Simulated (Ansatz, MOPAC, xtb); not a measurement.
The molecule TaF+, multiplicity 4 (lowest of 2S+1 = 2, 4, 6, 8 at CCSD(T)/def2-TZVPP on PBE0 minima; our sources give no spin for the ground state, which may be another). No spin–orbit coupling.

Constants: fifth-degree fit in 1/R to seven points, most abundant isotopes. In def2 and cc sets the state is the lowest found near the PBE0 minimum, followed along R.

Programs: Ansatz (a quantum-chemistry and plane-wave program); MOPAC for PM6, PM7 (differences of heats of formation); xtb for the GFN methods. Values without a source in brackets are computed. In def2 rows elements past Kr take small-core potentials, without spin–orbit coupling. The GFN methods have no spin term and hold the electronic entropy of 300 K.

```tsv
level	r_e (Å)	ω_e (cm⁻¹)	α_e (cm⁻¹)	B_e (cm⁻¹)
PM6	1.733	909	0.0010	0.327
PM7	1.694	841	0.0013	0.342
GFN1-xTB	1.747	580	0.0041	0.321
SVWN5/def2-TZVPP	1.757	825	0.0016	0.317
PBE/def2-TZVPP	1.779	786	0.0016	0.310
r2SCAN/def2-TZVPP	1.779	773	0.0016	0.310
B97M-V/def2-TZVPP	1.783	754	0.0016	0.309
B3LYP/def2-TZVPP	1.780	793	0.0015	0.309
PBE0/def2-TZVPP	1.769	809	0.0016	0.313
BHLYP/def2-TZVPP	1.774	808	0.0015	0.312
CAM-B3LYP/def2-TZVPP	1.775	805	0.0015	0.311
wB97X-V/def2-TZVPP	1.776	802	0.0015	0.311
wB97M-V/def2-TZVPP	1.777	800	0.0015	0.311
B2PLYP/def2-TZVPP	1.780	797	0.0015	0.310
CCSD/def2-TZVPP	1.777	807	0.0015	0.310
CCSD/def2-QZVPP	1.776	806	0.0015	0.311
CCSD(T)/def2-TZVPP	1.780	802	0.0015	0.309
CCSD(T)/def2-QZVPP	1.779	801	0.0015	0.310
CCSD(T)/CBS(def2-TZVPP, def2-QZVPP)	1.777	803	0.0015	0.310
```

Correlated levels freeze the inner cores; with def2 sets outer-core shells near the valence are correlated too. CBS: X⁻³ extrapolation of the correlation energy, Hartree–Fock from the larger set. The state that PM6, PM7 reach isn't checked; PM7 holds dispersion and hydrogen-bond terms.
